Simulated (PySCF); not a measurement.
## Basis set benchmark on one molecule

Molecule: SMILES O=C(Cl)c1ccco1, C₅H₃ClO₂.

Geometry:
```csv
atom,x (Å),y (Å),z (Å)
O1,3.118,0.785,0.551
C2,2.411,0.927,-0.396
Cl3,3.042,1.476,-1.962
C4,0.977,0.678,-0.403
C5,0.172,0.247,0.625
C6,-1.138,0.164,0.086
C7,-1.024,0.551,-1.223
O8,0.242,0.860,-1.521
H9,0.506,0.025,1.635
H10,-2.049,-0.141,0.595
H11,-1.744,0.647,-2.032
```

Geometry PBE0-D3(BJ)/def2-SVP throughout; GIAO in PySCF 2.14.0 with density-fitted response routines, gas phase, one conformer, non-relativistic; equivalent atoms averaged; functional PBE0.

Reference values (estimated from measurements, as parent shift plus tabulated substituent increments; solution, not stated per compound (mostly CDCl3 or CCl4); Pretsch, Buehlmann, Badertscher, Structure Determination of Organic Compounds, 4th ed. (2009)): δ(H9) = 7.52 ppm, δ(H10) = 6.70 ppm, δ(H11) = 7.88 ppm. Computed shifts are taken against TMS, calculated as an isolated molecule at each level.

How do the basis sets cc-pVDZ, def2-SVP, aug-cc-pVDZ, def2-TZVP, cc-pVTZ, IGLO-III perform against the reference? Times are CPU seconds on 1 thread of an Intel Xeon Platinum 8375C, shared host.

## Answers


```csv
basis set,functions,H9,H10,H11,mean abs. error H,core-s
cc-pVDZ,131,7.36,6.56,7.41,0.26,25
def2-SVP,131,7.34,6.51,7.22,0.34,21
aug-cc-pVDZ,215,7.62,6.76,7.81,0.08,48
def2-TZVP,272,7.60,6.77,7.66,0.12,73
cc-pVTZ,286,7.58,6.74,7.61,0.12,87
IGLO-III,319,7.57,6.72,7.68,0.09,78
```

For 1H the closest is aug-cc-pVDZ (0.08 ppm, with IGLO-III practically level) and the furthest def2-SVP (0.34 ppm). Where a smaller basis beats a larger one, errors probably cancel. One molecule is a small sample, and vibrational and solvent effects are absent from the calculation.

A small basis that lands close on one nucleus may do so by chance; judge by the trend and by all nuclei.
